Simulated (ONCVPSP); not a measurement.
# Plane-wave convergence, ONCV potential for Se (Z = 34)

ONCVPSP 4.0.1 input, shortened (lines: element, Z, core and valence counts, functional; n l f; lmax; l rc ep ncon nbas qcut; lloc lpopt rc5 dvloc0; l nproj debl; icmod fcfact rcfact), PBE, scalar-relativistic:

```
  Se 34.00    5    3        4      upf
    1    0    2.00
    2    0    2.00
    2    1    6.00
    3    0    2.00
    3    1    6.00
    3    2   10.00
    4    0    2.00
    4    1    2.00
    2
    0    1.50    0.00    4    8    3.70
    1    1.40    0.00    4    9    6.50
    2    0.55    0.00    4    8   16.90
    4    4    0.35    3.00
    0    1    1.90
    1    1    1.70
    2    3    3.30
    3    2.00    1.55
```

**Question.** For each optimised wave give the share of its norm inside rc, the residual kinetic energy above qcut (Ha) and the cutoffs (Ha) for errors of 10, 1, 0.1 and 0.01 mHa per electron.

**Answer.**

| wave | norm inside rc | residual KE | 10 mHa | 1 mHa | 0.1 mHa | 0.01 mHa |
| --- | --- | --- | --- | --- | --- | --- |
| 4s | 0.403 | 1.7e-02 | 8.0 | 56.6 | 75.6 | 88.9 |
| 4p | 0.203 | 1.9e-04 | 4.2 | 11.1 | 56.1 | 137.1 |
| 3d | 0.479 | 7.3e-02 | 475.9 | 768.0 | 1001.5 | 1429.9 |
| d projector 2 | 0.017 | 4.0e-03 | 125.6 | 173.7 | 696.4 | 1032.8 |
| d projector 3 | 0.017 | 7.3e-03 | 135.9 | 186.9 | 918.6 | 1057.6 |

The occupied waves need 768 Ha and 1001 Ha for 1 and 0.1 mHa. Note: ghosts flagged at negative energy: s at -879.2 eV, p at -339.5 eV, d at -487.3 eV; GHOST(+) flagged for s at 10.7 eV. A true bound ghost makes a file unfit for plane-wave use.
